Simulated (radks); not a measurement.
Ionisation of neutral silver, [Kr] 4d10 5s1, to [Kr] 4d10 as the strength of local exchange is varied. Calculated with a radial shooting solver on a logarithmic mesh with Libxc functionals: Dirac Kohn-Sham, Slater X-alpha exchange (alpha = 2/3 is LDA exchange), no correlation, spin-unpolarised, spherical densities, finite nucleus; Fermi nuclear charge, rms radius 4.5454 fm.

alpha  E(Ag) (hartree)  exchange (hartree)  IE (eV)  -e of the level emptied (eV)  <r> of it (bohr)
0.556      -5284.59498          -116.17214    6.476                 3.211 (5s1/2)             3.318
0.565      -5286.47581          -118.09625    6.527                 3.255 (5s1/2)             3.308
0.659      -5306.16156          -138.27514    7.062                 3.732 (5s1/2)             3.210
0.664      -5307.21080          -139.35271    7.091                 3.758 (5s1/2)             3.204
0.667      -5307.84044          -139.99945    7.108                 3.773 (5s1/2)             3.201
0.825      -5341.11053          -174.27749    8.051                 4.635 (5s1/2)             3.051
0.924      -5362.06565          -195.97118    8.667                 5.209 (5s1/2)             2.965
1.019      -5382.25263          -216.94399    9.276                 5.784 (5s1/2)             2.889

NIST Atomic Spectra Database: 7.576 eV (measured). The Delta-SCF value meets it near alpha = 0.75. Spin polarisation and multiplet splitting are left out, so open shells lie too high by an amount that depends on their filling.

Beside tabulated values, note that spin-unpolarised runs miss the spin-polarisation part of the exchange energy of open shells.
